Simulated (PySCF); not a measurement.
Numbering as in the mapped SMILES `[CH3:1][CH:2]([CH3:3])[C:4]#[C:5][C:6]#[C:7][SiH3:8]` (H(Xn): hydrogen on atom n).

Level of theory: GIAO PBE0/pcSseg-1 shieldings, geometry from GFN2-xTB, in PySCF 2.14.0 with density-fitted response routines (one computed conformer, no solvent model, no relativistic terms, one averaged value for each set of equivalent atoms).

Referencing at the same level of theory: ¹³C (186.93 ppm) vs TMS.

Task: Do the ¹³C shifts follow the atomic charges (in e)? Tabulate both.

Result: 
```csv
atoms,hybridisation,δ (ppm),σ para (ppm),Hirshfeld,IAO,Mulliken,ESP-fitted
C6,sp,101.6,-169,-0.03,-0.01,+0.20,-0.07
C4,sp,91.2,-175,+0.00,+0.00,-0.03,-0.35
C7,sp,78.2,-159,-0.15,-0.33,-0.52,-0.22
C5,sp,73.9,-134,-0.06,-0.08,+0.03,+0.11
C1/C3,sp3,24.9,-85,-0.11,-0.41,-0.21,-0.57
C2,sp3,23.9,-85,-0.00,-0.11,-0.40,+0.60
```

Correlation coefficients of δ with charge over these carbons: Hirshfeld +0.11, IAO +0.55, Mulliken +0.56, ESP-fitted -0.22; with the paramagnetic shielding -0.98. Among the 4 sp carbons alone: Hirshfeld +0.58, IAO +0.60, Mulliken +0.58, ESP-fitted -0.31. With so few points, grouped by hybridisation, these coefficients are fragile. Charge is one influence among several: hybridisation and low-lying excitations act through the paramagnetic term.

Shifts are as computed. Against solution values, carbons near 30 ppm lie about +3 ppm off and those near 130 ppm about +5 ppm (rms about the fit 2.1 ppm; single classes can miss by 10 ppm). Of 1328 compounds with measured shifts, 309 miss one by over three times the rms of a fit or turn the order of signals round; such compounds aren't used in these exercises. Signals without a measured value on file couldn't be tested in this way; 1H shifts scatter by 0.2 ppm about their fit, and single ones miss by 0.5 ppm.
